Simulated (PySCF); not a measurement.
# Low-lying terms of Be (beryllium, neutral)

Ground state [He] 2s2, ¹S. Computed with PySCF 2.14 in aug-cc-pVDZ with two added diffuse shells each of s, p, d type (6s5p4d, 41 functions), with the non-relativistic Hamiltonian (point nucleus). Vertical excitation energies in eV without spin-orbit coupling; excited terms of each kind are numbered among those the solver found. Frozen: nothing.

```json
{"term": "1 3P°", "leading excitation": "2s → p", "EOM-EE-CCSD": "2.727", "measured centre of gravity (NIST)": "2.725 (2s2p)"}
{"term": "1 1P°", "leading excitation": "2s → p", "EOM-EE-CCSD": "5.391", "measured centre of gravity (NIST)": "5.277 (2s2p)"}
{"term": "1 3S", "leading excitation": "2s → s", "EOM-EE-CCSD": "6.460", "measured centre of gravity (NIST)": "6.457 (2s3s)"}
{"term": "1 1S", "leading excitation": "2s → s", "EOM-EE-CCSD": "6.762", "measured centre of gravity (NIST)": "6.779 (2s3s)"}
{"term": "2 3P°", "leading excitation": "2s → p", "EOM-EE-CCSD": "7.308", "measured centre of gravity (NIST)": "n/a"}
{"term": "2 1P°", "leading excitation": "2s → p", "EOM-EE-CCSD": "7.466", "measured centre of gravity (NIST)": "n/a"}
{"term": "1 3D", "leading excitation": "2s → d", "EOM-EE-CCSD": "7.709", "measured centre of gravity (NIST)": "n/a"}
{"term": "2 3S", "leading excitation": "2s → s", "EOM-EE-CCSD": "7.982", "measured centre of gravity (NIST)": "n/a"}
{"term": "1 1D", "leading excitation": "2s → d", "EOM-EE-CCSD": "8.001", "measured centre of gravity (NIST)": "n/a"}
{"term": "2 1S", "leading excitation": "2s → s", "EOM-EE-CCSD": "8.078", "measured centre of gravity (NIST)": "n/a"}
```

Only the lower part of the computed list is shown. Doubly excited terms such as np² are absent. The solver can miss terms. Rydberg members are limited by the diffuse functions of the basis.
